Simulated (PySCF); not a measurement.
Geometries of 3 isomers of C2H7BrSi, from PBE0-D3(BJ)/def2-SVP geometry optimisation, gas phase (PySCF 2.14.0). One conformer each, no zero-point energy, no frequencies.

Question: Which is lowest in electronic energy at this level?
A.
```xyz
11
angstrom
Si    -1.995   -0.087    0.076
C     -0.127    0.226    0.062
C      0.681   -1.043    0.186
Br     2.607   -0.709    0.170
H     -2.378   -0.984   -1.057
H     -2.400   -0.744    1.357
H     -2.722    1.211   -0.060
H      0.127    0.753   -0.873
H      0.113    0.917    0.887
H      0.501   -1.736   -0.646
H      0.488   -1.572    1.129
```
B.
```xyz
11
angstrom
Si    -0.258   -0.482    0.398
H     -0.371   -0.701    1.870
C      1.533   -0.473   -0.136
H      2.037   -1.401    0.173
H      2.063    0.380    0.317
H      1.608   -0.388   -1.230
C     -1.172    1.064   -0.116
H     -2.223    1.021    0.206
H     -1.153    1.178   -1.210
H     -0.707    1.955    0.335
Br    -1.259   -2.238   -0.577
```
C.
```xyz
11
angstrom
C     -1.169   -0.381   -0.592
C      0.048   -0.992   -1.284
Si     1.641   -0.085   -0.891
Br     3.351   -1.097   -1.913
H     -1.329    0.666   -0.896
H     -1.064   -0.392    0.504
H     -2.089   -0.935   -0.837
H      0.182   -2.047   -0.992
H     -0.077   -0.990   -2.380
H      1.923   -0.094    0.574
H      1.600    1.325   -1.377
```

Answer: B. That is SiHMe2Br (`[H][Si](C)(C)Br`), 12.9 kcal/mol below the next.

```
         SMILES       atoms numbered as above       E (Eh)  relative (kcal/mol)  relative (kJ/mol)  dipole (D)
[H][Si](C)(C)Br                             –  -2943.17166                  0.0                0.0        2.28
     CC[SiH2]Br  [CH3:1][CH2:2][SiH2:3][Br:4]  -2943.15104                 12.9               54.2        2.10
     [SiH3]CCBr  [SiH3:1][CH2:2][CH2:3][Br:4]  -2943.09575                 47.6              199.3        1.51
```
